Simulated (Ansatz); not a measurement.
`[F][Cd][O][SiH3]` + CH₃NH₂ → `CN[SiH3]` + `[OH][Cd][F]` at 700 K and 1 bar (ligand exchange at the Si–O bond).

Gas-phase electronic energies from Ansatz, PBE0-D4/def2-TZVP geometries. CCSD(T)/CBS is the MP2 limit (def2-TZVPP, def2-QZVPP) plus CCSD(T) − MP2 in def2-TZVPP, frozen cores. Elements past krypton have def2 core potentials. For Cd outer-core shells are correlated without core-valence functions, which leaves a few kJ/mol of doubt a bond. Each species was taken in one conformer, which may not be the lowest.

```json
{"species": "`[F][Cd][O][SiH3]`", "CCSD(T)/CBS energy (Eh)": "-633.61664", "H − E (kJ/mol)": "144.1", "S (J/(mol·K))": "446.6"}
{"species": "CH₃NH₂", "CCSD(T)/CBS energy (Eh)": "-95.75281", "H − E (kJ/mol)": "207.6", "S (J/(mol·K))": "296.6"}
{"species": "`CN[SiH3]`", "CCSD(T)/CBS energy (Eh)": "-386.04948", "H − E (kJ/mol)": "271.2", "S (J/(mol·K))": "396.1"}
{"species": "`[OH][Cd][F]`", "CCSD(T)/CBS energy (Eh)": "-343.29729", "H − E (kJ/mol)": "78.5", "S (J/(mol·K))": "344.1"}
```

H − E and S are ideal-gas, rigid-rotor, harmonic terms from PBE0-D4/def2-TZVP, for one conformer and one mirror image of each species. 1 Eh = 2625.50 kJ/mol, R = 8.31446 J/(mol·K).

Task: By hand: ΔE, ΔH, ΔS and ΔG.

Result: ΔE = (-386.04948) + (-343.29729) − (-633.61664) − (-95.75281) = 0.02268 Eh = 59.5 kJ/mol. Δ(H − E) = 271.2 + 78.5 − 144.1 − 207.6 = -2.0, so ΔH = 57.5 kJ/mol. ΔS = 396.1 + 344.1 − 446.6 − 296.6 = -3.0 J/(mol·K). ΔG = 57.5 − 700 × (-3.0)/1000 = 59.6 kJ/mol.

Task: By hand: the equilibrium constant, and the temperature at which ΔG would vanish if ΔH and ΔS stayed fixed.

Result: log₁₀ K = −ΔG/(RT ln 10) = -4.4. ΔH and −TΔS have one sign here, so there is no such temperature. One of them is within its doubt of zero, so this could turn.

The number of gas molecules stays the same, so ΔS is small and ΔH decides. A doubt of 5 kJ/mol in ΔE shifts log₁₀ K by 0.4 here. Other conformers and mirror images would add mixing entropy, several J/(mol·K) or more a flexible species. Modes under 60 cm⁻¹, often nearly free rotors, make the harmonic entropy too high. These are equilibria of isolated gas molecules and say nothing of rates. Largest T1 diagnostic: 0.017 (customary marks: 0.02 for closed shells, 0.045 for open ones).
